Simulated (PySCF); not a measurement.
This PySCF input asks for the NMR shieldings of SMILES C=C(C)CCO[SiH](F)F, C₅H₁₀F₂OSi; the geometry comes from GFN2-xTB.

```python
import basis_set_exchange as bse
import numpy as np
from pyscf import gto, dft
from pyscf.prop import nmr

atoms = """
C    -1.450951    1.488583   -0.124168
C    -1.155110    0.206232    0.020306
C    -1.413178   -0.799979   -1.060465
C    -0.555701   -0.321475    1.295834
C     0.794004   -1.013269    1.096284
O     1.814580   -0.122603    0.729692
Si    2.159760    0.722777   -0.575078
F     3.717199    0.997439   -0.423335
F     2.043700   -0.178258   -1.893722
H    -1.261776    2.208852    0.653863
H    -1.898671    1.870256   -1.025824
H    -2.091485   -0.395458   -1.806508
H    -1.845771   -1.708874   -0.645810
H    -0.483812   -1.066769   -1.562044
H    -0.424024    0.494942    2.007472
H    -1.236269   -1.055572    1.735330
H     1.116104   -1.466047    2.040095
H     0.709386   -1.800719    0.340845
H     1.452212    1.949193   -0.810228
"""
names = dict.fromkeys(["C", "O", "Si", "F", "H"], "pcSseg-1")
basis = {el: gto.basis.parse(bse.get_basis(n, elements=[el], fmt="nwchem")) for el, n in names.items()}
mol = gto.M(atom=atoms, basis=basis, charge=0, verbose=0)
mf = dft.RKS(mol, xc="PBE0")
mf.grids.level = 2
mf.grids.alignment = dft.numint.BLKSIZE   # the property module wants whole blocks of grid points
mf.conv_tol = 1e-9
mf.kernel()

calc = nmr.RKS(mf)   # GIAO
C = mf.mo_coeff
Co = C[:, mf.mo_occ > 0]
resp = mf.gen_response(singlet=True, hermi=2)
def vind(x):   # induced exchange potential for any number of trial vectors
    d = np.einsum("pi,xij,qj->xpq", C, 2 * x.reshape(-1, C.shape[1], Co.shape[1]), Co, optimize=True)
    return np.einsum("xpq,pi,qj->xij", resp(d - d.transpose(0, 2, 1)), C, Co, optimize=True).ravel()
mo1, _ = nmr.rhf.solve_mo1(calc, with_cphf=vind)
sigma = calc.kernel(mo1)
for i, s in enumerate(sigma):   # ppm
    print("%2d %-2s %9.2f" % (i, mol.atom_pure_symbol(i), np.trace(s) / 3))
```

Question: Give the expected output.

Answer: 
```
 0 C      60.61
 1 C      35.39
 2 C     163.98
 3 C     138.90
 4 C     120.03
 5 O     269.55
 6 Si    418.88
 7 F     315.90
 8 F     322.08
 9 H      26.27
10 H      26.38
11 H      29.66
12 H      30.21
13 H      29.38
14 H      29.05
15 H      29.53
16 H      27.47
17 H      27.13
18 H      26.98
```

These numbers come from an equivalent density-fitted implementation of the same equations, which agrees with the script to about 0.01 ppm for H and up to a few tenths of a ppm for heavy atoms, so last digits may differ.

Question: Turn these shieldings into chemical shifts. References, each an isolated molecule treated in the same way: $^{13}$C (σref 186.93), $^{29}$Si (σref 349.16), $^{1}$H (σref 31.72) vs TMS; H2O for $^{17}$O (σref 336.08); CFCl3 for $^{19}$F (σref 170.95).

Answer: Averaging equivalent atoms: C 1: 151.5; C 0: 126.3; C 4: 66.9; C 3: 48.0; C 2: 22.9; O 5: 66.5; Si 6: -69.7; F 7/8: -148.0; H 9: 5.45; H 10: 5.34; H 18: 4.74; H 16/17: 4.41; H 14/15: 2.43; H 11/12/13: 1.97 ppm. Unscaled 19F shifts against computed CFCl3 carry errors that often reach 10 to 50 ppm. Experimental scales use liquid or dissolved standards, which lie at an offset from isolated H2O (liquid H2O: subtract about 36 ppm).

Size and cost of the density-fitted run: 210 basis functions, 37 s wall time on 1 thread of an Arm Neoverse V2, shared host; peak memory 0.87 GiB.
